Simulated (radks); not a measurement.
Values are calculated unless marked as measured or tabulated.
Question: These are the eigenvalues of the occupied orbitals of an atom or ion with whole-number occupations (hartree). Level of theory: Dirac Kohn-Sham, PBE, spin-unpolarised, spherical densities, finite nucleus; Fermi nuclear charge, rms radius of each element as measured or else 0.836 A^(1/3) + 0.57 fm (a radial shooting solver on a logarithmic mesh with Libxc functionals).

1s1/2: -766.7684
2s1/2: -109.6122
2p1/2: -101.0964
2p3/2: -96.75092
3s1/2: -19.32172
3p1/2: -16.04940
3p3/2: -15.32262
3d3/2: -9.53554
3d5/2: -9.39583
4s1/2: -2.95793
4p1/2: -1.99642
4p3/2: -1.88620
4d3/2: -0.46835
5p1/2: -0.13405
5p3/2: -0.12582

Which element is it, and in what charge state? The configuration may be excited. Open shells, if any, fill j = l - 1/2 first.

Answer: Z = 43, technetium, charge 0: Tc in [Kr] 4d4 5p3. The list shows which subshells hold electrons but not how many an open one holds; the 1s level, -766.77 hartree, gives Z - s = 39.2 by -(Z - s)^2/2, which with screening and relativity narrows Z to a few neighbours, and the depths of the outer levels then fix element, charge and occupations together.
